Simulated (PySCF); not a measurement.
Unknowns

In vacuum, no relativistic terms, rapidly exchanging positions averaged, one conformer. Geometry: GFN2-xTB; NMR shieldings at PBE0/pcSseg-1/GIAO; PySCF 2.14.0 with density-fitted response routines.

Scale: 1H and 13C against TMS (reference shieldings calculated alike). Where no couplings were computed, multiplicities follow the n + 1 count of equivalent neighbours, and m marks all less simple cases (inequivalent or close neighbours, rings, F or P nearby). Shifts are as computed. Against solution values, carbons near 30 ppm lie about +3 ppm off and those near 130 ppm about +5 ppm. Of 1309 compounds with measured shifts, 239 miss one by over three times the rms of a fit or turn the order of signals round; such compounds aren't used in these exercises. OH and NH positions are gas-phase values without hydrogen bonding to other molecules.

Problem. C$_{4}$H$_{8}$N$_{2}$Si$_{2}$. 1H NMR (500 MHz, computed): δ 5.04 (s, 2H), 4.70 (s, 2H), 2.81 (s, 3H), -0.06 (br s, 1H). 13C{1H} NMR (computed): δ 124.2 (C), 121.5 (C), 104.3 (C), 31.8 (CH3). Identify the compound.

Solution. SMILES N(C)[SiH2]C#C[SiH2]C#N. Rings plus π bonds: 4 (no ring in the answer). 4 carbon signals for 4 carbons: no two carbons are equivalent. Carbon types of the structure: 3 × C, 1 × CH3, leaving 5 H on heteroatoms. δC 124.2, 104.3: alkyne carbon. δC 121.5: nitrile carbon; C≡N carbons fall here, among the sp2 signals but without a proton. δC 31.8: methyl carbon bonded to N; pulled downfield by the heteroatom. δH -0.06: hydrogen on a nitrogen bonded to C, Si; labile proton, position sensitive to the medium.

This is the structure that produced the data.

Problem. C$_{4}$H$_{8}$N$_{2}$Si$_{2}$. 1H NMR (600 MHz, computed): δ 7.02 (m, 1H), 5.36 (m, 1H), 5.30 (s, 1H), 5.29 (m, 1H), 2.37 (s, 3H), -0.13 (br s, 1H). 13C{1H} NMR (computed): δ 165.9 (C), 148.2 (CH), 125.7 (C), 26.8 (CH3). Identify the compound.

Solution. `CC1=C[SiH2]N[Si@H]1C#N`. The formula gives 4 degrees of unsaturation (1 ring in the answer). 4 carbon signals for 4 carbons: no two carbons are equivalent. Carbon types of the structure: 2 × C, 1 × CH, 1 × CH3, leaving 4 H on heteroatoms. δC 165.9: fully substituted alkene carbon. δC 148.2: alkene CH; as expected for a trigonal carbon in a double bond. δC 125.7: nitrile carbon; typical of a nitrile. δH 7.02: hydrogen on an alkene CH; olefinic region.

The shifts were computed for this structure.
